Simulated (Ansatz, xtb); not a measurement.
## Isomers of C6H3BrN2 in order of energy

7 gas-phase structures of C6H3BrN2, from a drawn sample of its isomers (lower ones may exist). Each was relaxed with GFN2-xTB:

A. `C#Cc1cncnc1Br`, a singlet
B. `C#Cc1ccnc(Br)n1`, a singlet
C. `C#Cc1nccc(Br)n1`, a singlet
D. `C#Cc1ncc(Br)cn1`, a singlet
E. `C#Cc1ncncc1Br`, a singlet
F. `C#Cc1cc(Br)ncn1`, a singlet
G. `C#Cc1cnc(Br)nc1`, a singlet

Task: Estimate their order in r2SCAN-D4/def2-SVP energy at these geometries, lowest first.

Result: Calculated order at r2SCAN-D4/def2-SVP: A (0.000), G (0.011), F (0.032), B (0.073), C (0.076), E (0.172), D (0.191) eV. Less than 1 kcal/mol parts A and G; G and F; F and B; B and C; E and D, so the order within those pairs means little.

Energies above the lowest of each column, in eV; the last columns are at PBE-D3(BJ)/def2-SVP geometries and were run for some of them only (a dash: not run or not comparable):

```json
{"structure": "A", "GFN2-xTB": "0.029", "HF/STO-3G": "0.044", "r2SCAN-D4/def2-SVP": "0.000", "PBE-D3(BJ)/def2-SVP": "0.000", "CCSD(T)/def2-SVP + ΔMP2/def2-TZVPP": "0.000"}
{"structure": "G", "GFN2-xTB": "0.000", "HF/STO-3G": "0.000", "r2SCAN-D4/def2-SVP": "0.011", "PBE-D3(BJ)/def2-SVP": "0.021", "CCSD(T)/def2-SVP + ΔMP2/def2-TZVPP": "0.043"}
{"structure": "F", "GFN2-xTB": "0.051", "HF/STO-3G": "0.057", "r2SCAN-D4/def2-SVP": "0.032", "PBE-D3(BJ)/def2-SVP": "0.047", "CCSD(T)/def2-SVP + ΔMP2/def2-TZVPP": "0.016"}
{"structure": "B", "GFN2-xTB": "0.026", "HF/STO-3G": "0.039", "r2SCAN-D4/def2-SVP": "0.073", "PBE-D3(BJ)/def2-SVP": "0.090", "CCSD(T)/def2-SVP + ΔMP2/def2-TZVPP": "0.082"}
{"structure": "C", "GFN2-xTB": "0.086", "HF/STO-3G": "0.083", "r2SCAN-D4/def2-SVP": "0.076", "PBE-D3(BJ)/def2-SVP": "0.091", "CCSD(T)/def2-SVP + ΔMP2/def2-TZVPP": "0.080"}
{"structure": "E", "GFN2-xTB": "0.141", "HF/STO-3G": "0.149", "r2SCAN-D4/def2-SVP": "0.172", "PBE-D3(BJ)/def2-SVP": "0.170", "CCSD(T)/def2-SVP + ΔMP2/def2-TZVPP": "0.108"}
{"structure": "D", "GFN2-xTB": "0.176", "HF/STO-3G": "0.144", "r2SCAN-D4/def2-SVP": "0.191", "PBE-D3(BJ)/def2-SVP": "–", "CCSD(T)/def2-SVP + ΔMP2/def2-TZVPP": "–"}
```

CCSD(T)/def2-SVP + ΔMP2/def2-TZVPP has A and F and G within 1 kcal/mol of each other at the bottom, and every level picks one of them. CCSD(T)/def2-SVP + ΔMP2/def2-TZVPP orders those it was run on as A (0.000), F (0.016), G (0.043), C (0.080), B (0.082), E (0.108) eV. Less than 1 kcal/mol parts A and F; F and G; G and C; C and B; B and E, so the order within those pairs means little. Frequencies (GFN2-xTB) were run for A, B, C, E, F, G alone. ΔMP2 is the change of the MP2 energy from the smaller to the larger basis.

Over these structures GFN2-xTB departs from r2SCAN-D4/def2-SVP by 0.022 eV on average once a common shift is removed. A GFN2-xTB relaxation took about 0.099 s and the r2SCAN-D4/def2-SVP energy about 2.8 s on a shared host (Ansatz 0.2.0, xtb 6.7.1).
